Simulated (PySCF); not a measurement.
Species: `C#CCP(C)C(F)(F)C(F)(F)F`. The columns A, B, C and D hold Mulliken, IAO, Hirshfeld and ESP-fitted charges (e) of one PBE0/pcSseg-1 density (PySCF), in a shuffled order. Coordinates in Å (GFN2-xTB); the density's dipole moment is (1.87, -0.48, -0.71) D.

| atom | x | y | z | A | B | C | D |
| --- | --- | --- | --- | --- | --- | --- | --- |
| C1 | 3.531 | 0.790 | 0.413 | -0.246 | -0.115 | -0.468 | -0.352 |
| C2 | 2.353 | 0.884 | 0.219 | -0.031 | -0.043 | +0.159 | +0.161 |
| C3 | 0.930 | 0.973 | -0.013 | -0.457 | -0.106 | -0.449 | -0.354 |
| P4 | 0.106 | -0.489 | 0.808 | +0.515 | +0.155 | +0.031 | +0.357 |
| C5 | 0.689 | -1.812 | -0.333 | -0.615 | -0.168 | -0.430 | -0.487 |
| C6 | -1.599 | -0.295 | -0.027 | +0.348 | +0.113 | -0.048 | +0.222 |
| F7 | -1.534 | 0.024 | -1.346 | -0.283 | -0.079 | -0.086 | -0.280 |
| F8 | -2.243 | -1.486 | 0.037 | -0.279 | -0.084 | -0.057 | -0.280 |
| C9 | -2.446 | 0.756 | 0.697 | +0.785 | +0.237 | +0.619 | +0.853 |
| F10 | -3.726 | 0.763 | 0.336 | -0.257 | -0.083 | -0.168 | -0.248 |
| F11 | -1.958 | 1.982 | 0.472 | -0.276 | -0.075 | -0.177 | -0.264 |
| F12 | -2.395 | 0.550 | 2.016 | -0.267 | -0.081 | -0.190 | -0.252 |
| H13 | 4.565 | 0.735 | 0.575 | +0.204 | +0.094 | +0.312 | +0.044 |
| H14 | 0.549 | 1.898 | 0.429 | +0.187 | +0.051 | +0.236 | +0.201 |
| H15 | 0.722 | 0.970 | -1.089 | +0.175 | +0.049 | +0.205 | +0.191 |
| H16 | 1.754 | -1.953 | -0.154 | +0.173 | +0.048 | +0.190 | +0.169 |
| H17 | 0.526 | -1.544 | -1.377 | +0.154 | +0.040 | +0.153 | +0.153 |
| H18 | 0.168 | -2.739 | -0.101 | +0.170 | +0.048 | +0.167 | +0.166 |

Task: Which column most likely holds the ESP-fitted charges?

Result: C. Σ q r misses the density's dipole by 0.10 D (C), 1.89 D (B), 2.56 D (D), 2.88 D (A). Charges fitted to the outside potential are the only set here that is tied to the molecule's multipoles.

Task: And the Hirshfeld charges?

Result: B. The mean sizes are 0.093 e (B), 0.230 e (C), 0.280 e (D), 0.301 e (A), and Hirshfeld charges are commonly the smallest of these schemes.

As computed, A = IAO, B = Hirshfeld, C = ESP-fitted, D = Mulliken. Hydrogens on carbon: IAO +0.15 to +0.20, Hirshfeld +0.04 to +0.09, ESP-fitted +0.15 to +0.31, Mulliken +0.04 to +0.20 e.

The ESP scheme fits charges at the nuclei, held to the total charge, to the electrostatic potential on points at 1.4 to 2.0 times the van der Waals radii. The Mulliken scheme gives each basis function's population to the atom it is centred on and halves the overlap population of two atoms between them.

The structure is a single GFN2-xTB conformer in the gas phase; no vibrational or solvent corrections.

The values belong to the conformer `[CH:1]#[C:2][CH2:3][P:4]([CH3:5])[C:6]([F:7])([F:8])[C:9]([F:10])([F:11])[F:12]`: C2–C3–P4–C5 -71°, C3–P4–C6–F7 41°, P4–C6–C9–F10 -168°.
